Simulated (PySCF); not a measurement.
# Energy profile

The step: BH₂ClO₂ ([OH][B]([OH])[Cl]) → BClO + H₂O (still joined by a long B–O bond); bonds formed: O2–H4; bonds broken: O3–H4; bonds weakened to dative contacts: B1–O2 (atoms numbered as in the saddle structure below).

```
6
angstrom
B 0.1736 0.4997 -0.3407
O 0.0895 -0.8807 0.3709
O -0.8014 0.4231 -1.1603
H -0.7727 -0.7621 -0.3367
Cl 1.4269 1.6005 0.1524
H -0.1157 -0.8805 1.3144
```

Electronic energies by CCSD(T) at an estimated basis limit (MP2 extrapolated from triple and quadruple zeta, plus CCSD(T) − MP2 in triple zeta), on PBE0-D4/def2-TZVP structures; BH₂ClO₂, singlet; no counterpoise correction. Program: PySCF 2.14 with density fitting (its default auxiliary sets; JK sets also for MP2 and CCSD(T)). Basis: def2-TZVPP and def2-QZVPP. Cores are frozen in the correlated methods. Extrapolation: Hartree–Fock as exp(−7.88 √X), correlation as X^−2.97.

Q: Give the profile in kcal/mol, counted from the start structure. (An estimate is asked for; the value comes from the calculation.)

A: The calculation gives:
```json
{"point": "start structure", "kcal/mol": "0.00"}
{"point": "saddle", "kcal/mol": "57.42"}
{"point": "end structure", "kcal/mol": "47.61"}
{"point": "separated: BClO (linked as [O][B][Cl]; B1, O3, Cl5; singlet) + H₂O (O2, H4, H6; singlet)", "kcal/mol": "50.26"}
```

No T1 diagnostic of these runs exceeds 0.017.

For scale, one of the runs: CCSD(T)/def2-TZVPP, 163 basis functions, launched by `OMP_NUM_THREADS=4 python run.py`. Hardware: 4 CPU threads of an Arm Neoverse V1, shared host. Wall time 2.8 min; peak host memory 1.4 GiB.
